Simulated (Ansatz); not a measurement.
Relaxation of Cl₂GaH₃S (7 atoms, charge 0, multiplicity 1), to a largest force component of 0.03 eV/Å in at most 50 steps.

These are results of Ansatz, RKS CAM-B3LYP-D4/def2-SVP, not measurements.

```xyz
7
Properties=species:S:1:pos:R:3
Ga 0.117 0.262 -0.114
H 0.077 0.049 1.434
Cl 1.874 0.790 -1.193
Cl -1.680 0.055 -1.252
S 0.219 -2.970 1.125
H -1.039 -3.064 0.635
H -0.067 -1.787 1.778
```

Q: Where does it end, and by what steps?

A: It converged. The force dipped under the threshold on the way, but the program's further checks kept it going. After 32 steps the energy has fallen by 0.557 eV; H6 moved furthest, 1.75 Å. Joined: Ga1–S5 (3.46 → 2.62 Å).

```tsv
step	energy less start (eV)	largest force component (eV/Å)	accepted
0	0.0000	0.936	yes
2	-0.1803	1.091	yes
4	-0.4007	1.045	yes
6	-0.4845	0.332	yes
8	-0.4988	0.103	yes
10	-0.5040	0.325	yes
12	-0.5151	0.129	yes
14	-0.5185	0.014	yes
16	-0.5206	0.201	yes
18	-0.5186	0.541	no
20	-0.5259	0.270	yes
22	-0.5321	0.027	yes
24	-0.5230	0.701	no
26	-0.5360	0.077	yes
28	-0.5404	0.221	yes
30	-0.5534	0.109	yes
32	-0.5574	0.015	yes
```

```xyz
7
Properties=species:S:1:pos:R:3
Ga 0.036 0.132 0.231
H 0.477 1.075 1.376
Cl 1.378 -0.334 -1.408
Cl -2.057 -0.015 -0.325
S 0.166 -2.244 1.330
H 0.625 -2.778 0.178
H -1.126 -2.501 1.032
```

Whether the end is a true minimum wasn't checked by a vibrational analysis.

The run took 57 s on 4 threads of Arm Neoverse V2, with other jobs on the host, peak memory 0.3 GiB.
